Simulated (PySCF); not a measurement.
Vertical excitations of a molecule C4H7FO2 from TDA-PBE/def2-SVPD in PySCF, as energy in eV (oscillator strength): 5.81 (0.011), 5.99 (0.000), 6.28 (0.007), 6.48 (0.013), 6.62 (0.026), 6.96 (0.047). Lowest triplet (TDA): 4.48 eV. Geometry: B3LYP-D3(BJ)/def2-SVP. Other conformers were not sampled.

Task: Pick the molecule that these values belong to.
A. CCC1(F)OCO1
B. COC1(F)COC1
C. C=C(F)OCOC
D. C=C(F)OCCO

Result: D, C=C(F)OCCO
